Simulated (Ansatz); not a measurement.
Reaction (ligand exchange at the Si–O bond): `[NH2][Ge][O][SiH3]` + `CNC` → `CN(C)[SiH3]` + `[NH2][Ge][OH]`

Program: Ansatz. Geometries: PBE0-D4/def2-TZVP. ΔE: electronic, gas phase. CBS: MP2 limit from def2 TZ/QZ plus the TZ coupled-cluster correction, frozen cores. DFT in def2-TZVPP. B3LYP here is the variant with VWN-RPA as its local correlation; programs differ in this. For Ge outer-core shells are correlated without core-valence functions, which leaves a few kJ/mol of doubt a bond. Scalar relativity is left out up to krypton. Each species was taken in one conformer, which may not be the lowest.

(1) Is it downhill or uphill in electronic energy at CCSD(T)/CBS, and by how much? (Estimate.)

(2) What do these levels give: CAM-B3LYP-D4, ωB97M-V, B2PLYP, B3LYP, r2SCAN0, BHLYP, RPA@PBE/def2-TZVPP, CCSD/def2-SVP, CCSD(T)/def2-SVP, SCS-MP2/def2-QZVPP, HF/CBS(def2), CCSD/CBS(def2)? (Best estimate.)

Largest T1 diagnostic among the species: 0.014.

## Answers

(1) The calculation gave: Uphill: ΔE = +62.4 kJ/mol.

(2) Ansatz gave: CAM-B3LYP-D4 63.7, ωB97M-V 60.1, B2PLYP 65.6, B3LYP 66.3, r2SCAN0 64.0, BHLYP 70.0, RPA@PBE/def2-TZVPP 63.6, CCSD/def2-SVP 65.0, CCSD(T)/def2-SVP 63.7, SCS-MP2/def2-QZVPP 65.2, HF/CBS(def2) 79.7, CCSD/CBS(def2) 64.4 kJ/mol.

Leaving LDA and LC-ωPBE aside and taking each functional with its dispersion term where it has one, the values, not all of them listed here, spread over 17.4 kJ/mol, from revPBE-D4 to BHLYP-D4. LDA lies −6.7 kJ/mol from PBE without D4. From BLYP to BHLYP (50 % exact exchange), in def2-TZVPP and without D4, ΔE moves by +5.0 kJ/mol. In def2-TZVPP, CCSD(T) changes the Hartree–Fock value by −15.7 kJ/mol (the triples alone add −1.9 kJ/mol) and MP2 by −17.2 kJ/mol.
